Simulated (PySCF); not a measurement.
Finite-field polarisability of Ba (barium, neutral)

[Xe] 6s2, closed-shell 1S. Computed with PySCF 2.14 in def2-QZVPPD with the def2 core potential (46 electrons) (7s5p3d2f1g, 60 functions), with scalar relativity through the core potential. Frozen: nothing. Energy changes in a uniform field (μhartree):

| axis | F (au) | HF | MP2 | CCSD | CCSD(T) |
| --- | --- | --- | --- | --- | --- |
| x | 0.00078 | -99.460 | -72.385 | -90.019 | -88.514 |
| x | 0.00156 | -397.948 | -289.692 | -360.057 | -354.037 |

Derive α along x at CCSD(T) from the two fields.

With ΔE = −αF²/2 − γF⁴/24, α = −(16 ΔE(F) − ΔE(2F))/(6F²) = 291.0 bohr³.

And the mean polarisability at each level?

HF 326.9, MP2 237.9, CCSD 295.9, CCSD(T) 291.0 bohr³. Reference: 272 ± 10 bohr³ (recommended; Schwerdtfeger and Nagle, table of static dipole polarizabilities (2023 update)).

CCSD(T) lies more than 5 % above the reference; correlation of the frozen inner shells, absent here, would lower it, and spin-orbit coupling is absent too.
